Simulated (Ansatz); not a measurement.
Reading a saddle point

A first-order saddle point of SiNH5O3, closed shell, PBE0-D4/def2-TZVP, with one imaginary mode of 1349i cm⁻¹:

```xyz
10
angstrom
Si -0.5065 -0.1831 -0.0116
N 1.3082 0.0228 -0.3349
O -0.6222 -0.6628 -1.5038
H 0.7234 -0.3865 -1.3300
O -1.1807 1.2320 0.4622
O -0.6573 -1.2098 1.2429
H 1.9531 -0.6168 0.1107
H 1.7081 0.9501 -0.3841
H -1.5727 1.7425 -0.2490
H -1.1531 -0.8884 1.9974
```

Computed with Ansatz 0.2.0 (basis: def2-TZVPP and def2-QZVPP); correlated methods freeze the cores. Extrapolation: Hartree–Fock as exp(−7.88 √X), correlation as X^−2.97.

Which contacts change along the imaginary mode, and what lies on either side? (Judge from chemistry; the calculation decides.)

By the calculation: The step is SiNH₅O₃ ([NH2][Si]([OH])([OH])[OH]) → SiH₂O₃ ([O][Si]([OH])[OH]) + NH₃ (still joined by a long Si–N bond), with the molecules in contact on both sides. Shortening one way: N2–H4; lengthening the same way: Si1–N2, O3–H4.
| pair | one side (Å) | saddle (Å) | other side (Å) |
| --- | --- | --- | --- |
| N2–H4 | 2.87 | 1.22 | 1.02 |
| Si1–N2 | 1.70 | 1.85 | 1.93 |
| O3–H4 | 0.96 | 1.38 | 2.99 |

Which side is lower, and how far does the saddle lie above each? (An estimate is asked for; the value comes from the calculation.)

The calculation gives: The side with Si1–N2, O3–H4 short is lower by 26.21 kcal/mol; the saddle lies 41.74 kcal/mol above it and 15.53 kcal/mol above the other (CCSD(T) at an estimated basis limit (MP2 extrapolated from triple and quadruple zeta, plus CCSD(T) − MP2 in triple zeta); electronic energies).

The T1 diagnostic stays at or below 0.013.

Labels in which every atom is bracketed show which atoms are joined, not bond orders.

For scale, one of the runs: CCSD(T)/def2-TZVPP, 236 basis functions, launched by `ansatz run in.yaml --threads 4 --pin off --events-out ev --progress --plain --max-ram 9574MiB`. The run took 2.1 min on 4 CPU threads of an Arm Neoverse V2 (shared host), with 4.5 GiB of host memory at its peak.
